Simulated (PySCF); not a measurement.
C₂H₁₀FNSi₂, SMILES C(N[SiH2]CF)[SiH3].

Geometry optimised at B3LYP-D3(BJ)/def2-SVP. The structure was generated by enumeration, and PubChem lists no compound with its InChIKey, so it may never have been made. Other conformers were not sampled.

Level of theory: PBE/def2-TZVP in PySCF.

Computed frontier levels, gap, dipole moment and polarisability:
* **highest occupied level**: -5.46 eV
* **lowest empty level**: -0.57 eV
* **orbital gap**: 4.89 eV
* **dipole moment**: 0.99 D
* **quadrupole, principal values (traceless, Buckingham form, about the centre of nuclear charge)**: -9.30, 2.03, 7.28 D·Å
* **mean static polarisability**: 91.5 bohr³ (13.56 Å³)
* **polarisability, principal values**: 78.8, 83.2, 112.6 bohr³
